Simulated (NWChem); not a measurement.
A series in which one site is exchanged, each optimised at PBE0/def2-SVP with NWChem, gas phase unless a solvent is named. All stand in one matching conformer (torsions within 35°), which need not be the lowest. Some are not confirmed as minima by frequencies. def2 effective core potentials on In; no spin-orbit coupling.

A: BC=C (C2H5B; site = B)
B: C=[CH][InH2] (C2H5In; site = In)
C: C=[CH][GaH2] (C2H5Ga; site = Ga)
D: C=[CH][AlH2] (C2H5Al; site = Al)

Values for A:

| Property | Value |
|---|---|
| dipole (D), PBE0/def2-SVP | 1.39 |
| orbital gap (eV), PBE0/def2-SVP | 6.41 |
| static polarisability, CAM-B3LYP/def2-SVPD (bohr³) | 41.8 |
| lowest singlet excitation, CAM-B3LYP/def2-SVPD, TDA (eV) | 5.41 |

Q: How do these values change for the other members?

A: 
| change from A | B | C | D |
|---|---|---|---|
| dipole (D), PBE0/def2-SVP | -0.78 | -0.52 | -0.49 |
| orbital gap (eV), PBE0/def2-SVP | -0.57 | -0.09 | +0.02 |
| static polarisability, CAM-B3LYP/def2-SVPD (bohr³) | +22.7 | +14.1 | +12.8 |
| lowest singlet excitation, CAM-B3LYP/def2-SVPD, TDA (eV) | -0.85 | -0.52 | -0.35 |
